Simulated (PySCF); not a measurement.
## Calculated data, AlBCl$_{2}$H

All values are calculated (PySCF 2.14.0). Calculation on a computer-drawn molecule: the log of a Hartree-Fock and frozen-core CCSD(T) single point meant for a local Hartree-Fock minimum, with one planted fault or none, to be diagnosed. Offsets are logged minus clean, where the clean run is the same molecule without the fault. The reference is restricted for singlets and unrestricted otherwise, and also for a bond in bohr or an excited solution. Adding or removing an electron swaps singlet and doublet. The excited solution moves the top pair (singlet) or top alpha electron (doublet) to the lowest empty orbital. Highest occupied and lowest empty are orbital energies over both spins, largest force is the largest gradient component, triples share is (T) over the correlation energy, the T1 limit is 0.02 restricted and 0.045 unrestricted, electrons count all cores, a negative frequency is imaginary (commonest isotopes), and the dipole is about the centre of nuclear charge.

Entry: AlBCl$_{2}$H

Logged structure:
```xyz
5
AlBCl2H
Cl    -2.8993    -2.2668    -0.9318
B     -2.4387    -0.6617    -1.2952
Al    -0.2904    -0.2375    -1.3486
Cl     1.6993     0.1301    -1.3934
H     -3.1942     0.2238    -1.5172
```

```
meant charge                         : 1
meant multiplicity                   : 1
meant basis                          : cc-pV(D+d)Z
logged electrons                     : 52
logged basis functions               : 33
logged SCF converged                 : yes
logged spin squared                  : 0
logged highest occupied              : -15.239 eV
logged lowest empty                  : -1.738 eV
logged largest force                 : 0.032394 hartree/bohr
logged T1 diagnostic                 : 0.01836
logged D1 diagnostic                 : 0.065851
logged triples share                 : 0.043638
logged CC converged                  : yes
logged dipole magnitude              : 3.0424 debye
logged SCF stable within its kind    : yes
logged energy HF                     : -1173.04143 hartree
logged energy CCSD(T)                : -1173.14195 hartree
possible faults                      : no fault, one electron removed, one electron added, multiplicity raised by two, geometry at a saddle point, SCF held on an excited solution, minimal basis STO-3G, one bond length entered in bohr, all coordinates scaled
planted fault                        : minimal basis STO-3G
HF energy offset from clean run      : 8142 kcal/mol
CCSD(T) energy offset from clean run : 8361 kcal/mol
```

Drawn bonds:
```tsv
atom	other atom	order
1	2	1
2	3	1
3	4	1
2	5	1
```
